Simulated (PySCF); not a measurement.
C2H4F2Si2. Atoms are numbered in the order given.

```xyz
10

C      2.7830     0.7685     0.6357
C      1.8160     0.0582     0.4307
Si     0.3077    -0.9311     0.1560
F      0.3449    -1.5694    -1.3416
Si    -1.5750     0.4517     0.3616
F     -1.3700     1.7652    -0.5804
H      3.6417     1.3924     0.8135
H      0.2677    -2.0583     1.1297
H     -2.8210    -0.2468    -0.0682
H     -1.7135     0.9007     1.7784
```
Charge 0, spin multiplicity 1.

Coordinates come from a PBE0-D3(BJ)/def2-SVP optimisation. The structure was generated by enumeration; whether it is a known compound was not checked. Other conformers were not sampled.

Method: PBE/pcSseg-1 (PySCF).

GIAO shieldings, no solvent; atoms listed in one row are averaged. δ = σ(ref) − σ: ¹³C against TMS (σ = 182.0 ppm); ²⁹Si against TMS (σ = 335.4 ppm); ¹⁹F against CFCl3 (σ = 133.6 ppm); ¹H against TMS (σ = 31.49 ppm), references at their B3LYP-D3(BJ)/def2-TZVP geometries, non-relativistic.

| nucleus | atoms | count | δ (ppm) |
|---|---|---|---|
| ¹³C | C1 | 1 | 109.6 |
| ¹³C | C2 | 1 | 85.3 |
| ²⁹Si | Si5 | 1 | 3.7 |
| ²⁹Si | Si3 | 1 | -14.1 |
| ¹⁹F | F4 | 1 | -252.6 |
| ¹⁹F | F6 | 1 | -295.3 |
| ¹H | H9 | 1 | 6.08 |
| ¹H | H10 | 1 | 5.83 |
| ¹H | H8 | 1 | 5.82 |
| ¹H | H7 | 1 | 3.14 |
